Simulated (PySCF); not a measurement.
AlH₅N₂. Atoms are numbered in the order given.

```xyz
8

Al     0.0000     0.0000    -0.4824
H      0.0000     0.0000    -2.0556
N      0.0000     1.5370     0.4013
H      0.0000     2.4390    -0.0480
H      0.0000     1.6503     1.4025
N      0.0000    -1.5370     0.4013
H      0.0000    -1.6503     1.4025
H      0.0000    -2.4390    -0.0480
```
Charge 0, spin multiplicity 1.

Coordinates come from a B3LYP-D3(BJ)/def2-TZVP optimisation. The values are those of a single conformer.

Method: PBE0/pcSseg-2 run with PySCF.

GIAO shieldings, no solvent; atoms listed in one row are averaged. δ = σ(ref) − σ: ¹H against TMS (σ = 31.54 ppm); ¹⁵N against NH3 (σ = 263.3 ppm), references at their B3LYP-D3(BJ)/def2-TZVP geometries, non-relativistic.

Computed chemical shifts:
```
nucleus   atoms  count  δ (ppm)
-------  ------  -----  -------
¹H           H2      1     4.34
¹H       H4, H8      2     0.69
¹H       H7, H5      2     0.57
¹⁵N      N3, N6      2     23.6
```
